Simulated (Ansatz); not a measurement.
Relaxation of C2H9ClSi (13 atoms, charge 0, multiplicity 1), to a largest force component of 0.02 eV/Å in at most 40 steps.

Method: RKS PBE-D4/STO-3G (Ansatz 0.2.0).

```xyz
13
Properties=species:S:1:pos:R:3:forces:R:3
C 0.602 -0.508 -2.426 -0.58 0.48 0.45
Si -0.652 0.487 -1.409 0.16 -0.25 -0.07
H 0.873 0.018 -3.339 0.13 0.33 -0.49
H 0.199 -1.476 -2.714 -0.27 -0.53 -0.14
H 1.517 -0.686 -1.867 0.48 -0.08 0.36
H -0.018 1.705 -0.903 -0.16 -0.16 -0.06
H -1.108 -0.332 -0.279 0.07 0.23 -0.19
H -1.802 0.831 -2.248 0.17 -0.02 0.18
C 0.159 -0.135 3.016 0.27 -0.40 -0.08
Cl -0.794 1.345 3.267 -0.96 1.49 0.24
H -0.096 -0.538 2.040 -0.12 -0.46 -0.78
H -0.092 -0.838 3.804 -0.11 -0.69 0.57
H 1.212 0.128 3.058 0.91 0.07 0.01
```

Where does it end, and by what steps?

The forces met the threshold. The force dipped under the threshold on the way, but the program's further checks kept it going. Limits of this set-up: minimal basis. After 13 steps the energy has fallen by 0.118 eV; Cl10 moved furthest, 0.56 Å.

| step | energy less start (eV) | largest force component (eV/Å) | accepted |
| --- | --- | --- | --- |
| 0 | 0.0000 | 1.492 | yes |
| 1 | -0.1002 | 0.425 | yes |
| 2 | -0.1108 | 0.187 | yes |
| 3 | -0.1125 | 0.034 | yes |
| 4 | -0.1133 | 0.010 | yes |
| 5 | -0.1140 | 0.176 | yes |
| 6 | -0.1156 | 0.045 | yes |
| 7 | -0.1162 | 0.004 | yes |
| 8 | -0.1167 | 0.025 | yes |
| 9 | -0.1169 | 0.020 | yes |
| 10 | -0.1173 | 0.024 | yes |
| 11 | -0.1174 | 0.056 | yes |
| 12 | -0.1177 | 0.026 | yes |
| 13 | -0.1180 | 0.012 | yes |

```xyz
13
Properties=species:S:1:pos:R:3
C 0.604 -0.445 -2.411
Si -0.611 0.332 -1.203
H 0.931 0.284 -3.171
H 0.151 -1.300 -2.940
H 1.504 -0.812 -1.890
H 0.008 1.456 -0.518
H -1.016 -0.653 -0.211
H -1.796 0.796 -1.907
C 0.114 -0.074 2.858
Cl -0.685 1.579 2.776
H -0.189 -0.650 1.961
H -0.227 -0.582 3.781
H 1.212 0.069 2.875
```

Run time: 18 s on 1 thread of Arm Neoverse V2 (shared host), peak memory 0.11 GiB.
